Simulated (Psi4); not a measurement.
Psi4 input (wB97X-D/6-31G*):

```
memory 1500 MB

molecule {
0 2
B    -0.33798700    0.09072800   -0.26029400
F     0.16984500    1.06678600    0.49152500
H    -1.29656300    0.31832100   -0.94509000
N     0.12028500   -1.22942000   -0.18464500
H     0.61589600   -1.76709500   -0.88464500
symmetry c1
no_reorient
no_com
}

set {
  basis 6-31G*
  reference uks
  scf_type pk
  dft_radial_points 99
  dft_spherical_points 590
  e_convergence 1e-8
  d_convergence 1e-7
  maxiter 150
}

e = energy('wb97x-d')
print_out(f'\nFINAL {e:.10f} DIPOLE {variable("CURRENT DIPOLE")[0]:.6f} {variable("CURRENT DIPOLE")[1]:.6f} {variable("CURRENT DIPOLE")[2]:.6f}\n')
```

Output:

```
   => Loading Basis Set <=

    Name: 6-31G*
    Role: ORBITAL
    Keyword: BASIS
    atoms 1    entry B          line    94 file 6-31gs.gbs
    atoms 2    entry F          line   162 file 6-31gs.gbs
    atoms 3, 5 entry H          line    44 file 6-31gs.gbs
    atoms 4    entry N          line   128 file 6-31gs.gbs

   => WB97X-D: Empirical Dispersion <=

    Chai and Head-Gordon Dispersion Correction
    Chai, J.-D.; Head-Gordon, M. (2010), J. Chem. Phys., 132: 6615-6620

        s6 =       1.000000

         ---------------------------------------------------------
                                   SCF
               by Justin Turney, Rob Parrish, Andy Simmonett
                          and Daniel G. A. Smith
                              UKS Reference
         ---------------------------------------------------------

  ==> Geometry <==

    Molecular point group: c1
    Full point group: C1

    Geometry (in Angstrom), charge = 0, multiplicity = 2:

       Center              X                  Y                   Z               Mass
    ------------   -----------------  -----------------  -----------------  -----------------
         B           -0.337987000000     0.090728000000    -0.260294000000    11.009305360000
         F            0.169845000000     1.066786000000     0.491525000000    18.998403162730
         H           -1.296563000000     0.318321000000    -0.945090000000     1.007825032230
         N            0.120285000000    -1.229420000000    -0.184645000000    14.003074004430
         H            0.615896000000    -1.767095000000    -0.884645000000     1.007825032230

  Running in c1 symmetry.

  Rotational constants: A =      2.42496  B =      0.32898  C =      0.29455 [cm^-1]
  Rotational constants: A =  72698.60525  B =   9862.51259  C =   8830.40670 [MHz]
  Nuclear repulsion =   57.630012763188425

  Charge       = 0
  Multiplicity = 2
  Electrons    = 23
  Nalpha       = 12
  Nbeta        = 11

  ==> Algorithm <==

  SCF Algorithm Type is PK.
  DIIS enabled.
  MOM disabled.
  Fractional occupation disabled.
  Guess Type is SAD.
  Energy threshold   = 1.00e-08
  Density threshold  = 1.00e-07
  Integral threshold = 1.00e-12

  ==> Primary Basis <==

  Basis Set: 6-31G*
    Blend: 6-31G*
    Number of shells: 22
    Number of basis functions: 49
    Number of Cartesian functions: 49
    Spherical Harmonics?: false
    Max angular momentum: 2

  ==> DFT Potential <==

   => LibXC <=

    Version 7.1.2
    S. Lehtola, C. Steigemann, M. J. T. Oliveira, and M. A. L. Marques,  SoftwareX 7, 1–5 (2018) (10.1016/j.softx.2017.11.002)

   => Composite Functional: WB97X-D <=

    wB97X-D Hyb-GGA Exchange-Correlation Functional

    J.-D. Chai and M. Head-Gordon,  Phys. Chem. Chem. Phys. 10, 6615–6620 (2008) (10.1039/B810189B)

    Deriv               =              1
    GGA                 =           TRUE
    Meta                =          FALSE

    Exchange Hybrid     =           TRUE
    MP2 Hybrid          =          FALSE

   => Exchange-Correlation Functionals <=

    1.0000   wB97X-D range-separated functional

   => Exact (HF) Exchange <=

    0.7780            HF,LR [omega = 0.2000]
    0.2220               HF

   => LibXC Density Thresholds  <==

    XC_HYB_GGA_XC_WB97X_D:  1.00E-14

   => Molecular Quadrature <=

    Radial Scheme          =       TREUTLER
    Pruning Scheme         =           NONE
    Nuclear Scheme         =       TREUTLER

    Blocking Scheme        =         OCTREE
    BS radius alpha        =              1
    Pruning alpha          =              1
    Radial Points          =             99
    Spherical Points       =            590
    Total Points           =         278927
    Total Blocks           =           2049
    Max Points             =            256
    Max Functions          =             49
    Weights Tolerance      =       1.00E-15

  ==> Integral Setup <==

  Using in-core PK algorithm.
   Calculation information:
      Number of atoms:                   5
      Number of AO shells:              22
      Number of primitives:             53
      Number of atomic orbitals:        49
      Number of basis functions:        49

      Integral cutoff                 1.00e-12
      Number of threads:                 1

  Performing in-core PK
  Using 2252775 doubles for integral storage.
  We computed 31734 shell quartets total.
  Whereas there are 32131 unique shell quartets.

  Computing range-separated integrals for PK
  We computed 31734 wK shell quartets total.
  Whereas there are 32131 wK unique shell quartets.

  ==> DiskJK: Disk-Based J/K Matrices <==

    J tasked:                  Yes
    K tasked:                  Yes
    wK tasked:                 Yes
    Omega:               2.000E-01
    Schwarz Cutoff:          1E-12


  Cached 100.0% of DFT collocation blocks in 0.358 [GiB].

  Minimum eigenvalue in the overlap matrix is 5.6210137240E-03.
  Reciprocal condition number of the overlap matrix is 9.4110418295E-04.
    Using symmetric orthogonalization.

  ==> Pre-Iterations <==

  SCF Guess: Superposition of Atomic Densities via on-the-fly atomic UHF (no occupation information).

   -------------------------
    Irrep   Nso     Nmo
   -------------------------
     A         49      49
   -------------------------
    Total      49      49
   -------------------------

  ==> Iterations <==

                        Total Energy        Delta E     RMS |[F,P]|

   @UKS iter SAD:  -179.78086360815405   -1.79781e+02   0.00000e+00
   @UKS iter   1:  -180.46296111724513   -6.82098e-01   1.05772e-02 ADIIS/DIIS
   @UKS iter   2:  -180.47470246396944   -1.17413e-02   1.06636e-02 ADIIS/DIIS
   @UKS iter   3:  -180.58845506205174   -1.13753e-01   7.88811e-04 ADIIS/DIIS
   @UKS iter   4:  -180.59102578944470   -2.57073e-03   3.96752e-04 ADIIS/DIIS
   @UKS iter   5:  -180.59190929648454   -8.83507e-04   1.73885e-04 ADIIS/DIIS
   @UKS iter   6:  -180.59211735339971   -2.08057e-04   1.17689e-04 ADIIS/DIIS
   @UKS iter   7:  -180.59221206272386   -9.47093e-05   6.09341e-05 DIIS
   @UKS iter   8:  -180.59226587981883   -5.38171e-05   4.07885e-05 DIIS
   @UKS iter   9:  -180.59230961478195   -4.37350e-05   2.23783e-05 DIIS
   @UKS iter  10:  -180.59232471741322   -1.51026e-05   7.29782e-06 DIIS
   @UKS iter  11:  -180.59232586281175   -1.14540e-06   1.76584e-06 DIIS
   @UKS iter  12:  -180.59232589066713   -2.78554e-08   4.26378e-07 DIIS
   @UKS iter  13:  -180.59232589173158   -1.06445e-09   1.24394e-07 DIIS
   @UKS iter  14:  -180.59232589180436   -7.27880e-11   3.23817e-08 DIIS
  Energy and wave function converged.

  ==> Post-Iterations <==

   Electrons on quadrature grid:
      Nalpha   =   11.9999998826 ; deviation = -1.174e-07
      Nbeta    =   10.9999998779 ; deviation = -1.221e-07
      Ntotal   =   22.9999997604 ; deviation = -2.396e-07

   @Spin Contamination Metric:   4.453611004E-03
   @S^2 Expected:                7.500000000E-01
   @S^2 Observed:                7.544536110E-01
   @S   Expected:                5.000000000E-01
   @S   Observed:                5.000000000E-01

    Orbital Energies [Eh]
    ---------------------

    Alpha Occupied:

       1A    -24.826393     2A    -14.486085     3A     -6.915172
       4A     -1.302952     5A     -0.968764     6A     -0.652257
       7A     -0.593773     8A     -0.561735     9A     -0.532556
      10A     -0.463961    11A     -0.403585    12A     -0.392236

    Alpha Virtual:

      13A      0.093188    14A      0.176418    15A      0.255117
      16A      0.302510    17A      0.360287    18A      0.515787
      19A      0.525812    20A      0.624005    21A      0.642829
      22A      0.780425    23A      0.834474    24A      0.904284
      25A      0.967772    26A      0.985050    27A      1.189209
      28A      1.216519    29A      1.247883    30A      1.407255
      31A      1.440807    32A      1.504700    33A      1.571887
      34A      1.706430    35A      1.723350    36A      1.808729
      37A      1.836822    38A      1.909007    39A      1.972780
      40A      2.041416    41A      2.235075    42A      2.423545
      43A      2.526070    44A      2.629391    45A      2.795602
      46A      3.246529    47A      3.553331    48A      3.816675
      49A      4.409829

    Beta Occupied:

       1A    -24.825683     2A    -14.470145     3A     -6.915791
       4A     -1.300931     5A     -0.913493     6A     -0.643879
       7A     -0.583573     8A     -0.547909     9A     -0.531526
      10A     -0.444972    11A     -0.378002

    Beta Virtual:

      12A     -0.051096    13A      0.095610    14A      0.186981
      15A      0.259307    16A      0.314213    17A      0.367589
      18A      0.514564    19A      0.530366    20A      0.633602
      21A      0.649054    22A      0.793324    23A      0.884773
      24A      0.921114    25A      0.981177    26A      0.998181
      27A      1.203746    28A      1.219606    29A      1.249893
      30A      1.417064    31A      1.444638    32A      1.505802
      33A      1.579817    34A      1.734585    35A      1.750246
      36A      1.831717    37A      1.861139    38A      1.928348
      39A      1.984488    40A      2.060862    41A      2.257013
      42A      2.431224    43A      2.535838    44A      2.659281
      45A      2.812604    46A      3.247820    47A      3.553960
      48A      3.859097    49A      4.410474

    Final Occupation by Irrep:
              A
    DOCC [    11 ]
    SOCC [     1 ]
    NA   [    12 ]
    NB   [    11 ]

  @UKS Final Energy:  -180.59232589180436

   => Energetics <=

    Nuclear Repulsion Energy =             57.6300127631884251
    One-Electron Energy =                -362.2557614163329163
    Two-Electron Energy =                 139.4867861494415422
    DFT Exchange-Correlation Energy =     -15.4528129202158144
    Empirical Dispersion Energy =          -0.0005504678855660
    VV10 Nonlocal Energy =                  0.0000000000000000
    Total Energy =                       -180.5923258918043643

  UHF NO Occupations:
  HONO-2 :   10  A 1.9993735
  HONO-1 :   11  A 1.9989381
  HONO-0 :   12  A 1.0000000
  LUNO+0 :   13  A 0.0010619
  LUNO+1 :   14  A 0.0006265
  LUNO+2 :   15  A 0.0003077
  LUNO+3 :   16  A 0.0002199

Computation Completed

Properties will be evaluated at   0.000000,   0.000000,   0.000000 [a0]

Properties computed using the SCF density matrix

 Multipole Moments:

 ------------------------------------------------------------------------------------
     Multipole            Electronic (a.u.)      Nuclear  (a.u.)        Total (a.u.)
 ------------------------------------------------------------------------------------

 L = 1.  Multiply by 2.5417464519 to convert [e a0] to [Debye]
 Dipole X            :          0.2288912           -0.0000038            0.2288874
 Dipole Y            :         -0.3685364            0.0000000           -0.3685364
 Dipole Z            :         -0.6552089            0.0000094           -0.6551994
 Magnitude           :                                                    0.7858084

 ------------------------------------------------------------------------------------

FINAL -180.5923258918 DIPOLE 0.228887 -0.368536 -0.655199

*** Psi4 exiting successfully. Buy a developer a beer!
```

The geometry given is a B3LYP-D3(BJ)/def2-TZVP minimum.
